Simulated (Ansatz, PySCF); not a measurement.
C3H5ClSi, SMILES C=C=C[SiH2]Cl. Atoms are numbered in the order given.

```xyz
10

C      3.2049    -0.2370    -0.8008
C      2.1169    -0.0497    -0.1008
C      1.0022     0.1442     0.5616
Si    -0.5825     0.4923    -0.3458
Cl    -1.9456    -1.0341    -0.0010
H      3.8554     0.6012    -1.0692
H      3.4962    -1.2396    -1.1295
H      1.0133     0.0980     1.6590
H     -0.3070     0.5693    -1.8050
H     -1.2138     1.7484     0.1477
```

The structure is a stationary point at PBE0-D3(BJ)/def2-SVP. The structure was generated by enumeration, and PubChem lists no compound with its InChIKey, so it may never have been made. One conformer was computed; it need not be the lowest.

Two levels are set side by side: PBE-D3(BJ)/def2-SVP (Ansatz, a first-principles code) and PBE0-D3(BJ)/def2-SVP (Ansatz). Each level has its own optimised geometry; the coordinates shown are those of the second. Frequencies come from the Hessian of PySCF at each geometry. Differences are taken from unrounded values.

| quantity | PBE0-D3(BJ) | PBE-D3(BJ) | PBE-D3(BJ) minus PBE0-D3(BJ) |
|---|---|---|---|
| mean bond length (Å) | 1.424 | 1.434 | 0.010 |
| bond C1–C2 (Å) | 1.307 | 1.316 | 0.009 |
| bond C2–C3 (Å) | 1.311 | 1.320 | 0.009 |
| bond C3–Si4 (Å) | 1.859 | 1.870 | 0.011 |
| bond Si4–Cl5 (Å) | 2.075 | 2.089 | 0.014 |
| bond C1–H6 (Å) | 1.094 | 1.103 | 0.008 |
| bond C1–H7 (Å) | 1.095 | 1.103 | 0.008 |
| bond C3–H8 (Å) | 1.098 | 1.107 | 0.008 |
| bond Si4–H9 (Å) | 1.487 | 1.498 | 0.011 |
| bond Si4–H10 (Å) | 1.490 | 1.502 | 0.012 |
| highest harmonic wavenumber (cm⁻¹) | 3254 | 3154 | -101 |
| mean harmonic wavenumber (cm⁻¹) | 1196 | 1155 | -42 |
| zero-point energy (kcal/mol) | 41.04 | 39.61 | -1.43 |

GGA bonds tend to be longer and softer than those of functionals with exact exchange. Differences between two approximate levels are no errors against the true value.
